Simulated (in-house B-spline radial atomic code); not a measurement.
Ionising the tellurium ion Te⁸⁺ with different functionals

Computed with a B-spline radial code for spherical atoms: four-component Dirac-Coulomb Hamiltonian, Fermi nucleus of rms radius 4.7423 fm, spin-restricted, spherical fractional occupations for the functionals, and exact exchange of hybrids averaged over the configuration. The ionisation energy is the difference of two self-consistent energies, [Kr] 4d8 → [Kr] 4d7, without Breit or QED terms; ε is the level of the shell that loses the electron (mean over j). The electron is taken from both j subshells in proportion to 2j + 1, so the result is a j average, not the step between ground levels.

```json
{"method": "B3LYP", "rung": "global hybrid", "ΔSCF (eV)": "170.33", "-ε(4d) (eV)": "161.19"}
{"method": "B97-1", "rung": "global hybrid", "ΔSCF (eV)": "?", "-ε(4d) (eV)": "?"}
{"method": "PBE0", "rung": "global hybrid", "ΔSCF (eV)": "170.38", "-ε(4d) (eV)": "161.90"}
{"method": "LC-wPBE", "rung": "range-separated hybrid", "ΔSCF (eV)": "?", "-ε(4d) (eV)": "?"}
```

**Question.** What does B97-1 give?

**Answer.** ΔSCF 170.25 eV, and -ε(4d) = 161.24 eV.

**Question.** What does LC-wPBE give?

**Answer.** ΔSCF 170.33 eV, and -ε(4d) = 164.14 eV.

**Question.** Among the functionals, which spreads more, the ΔSCF values or the orbital energies?

**Answer.** The orbital energies: ΔSCF values span about 0.13 eV and the orbital energies 2.94 eV; here energy differences depend much less on the functional than eigenvalues do.

**Question.** How do they compare with the NIST value?

**Answer.** NIST lists 167 eV ± 2.2 (tabulated theory, ground level to ground level). Errors run from +3.25 to +3.38 eV; all lie within about twice that uncertainty, so the table can't rank the methods.
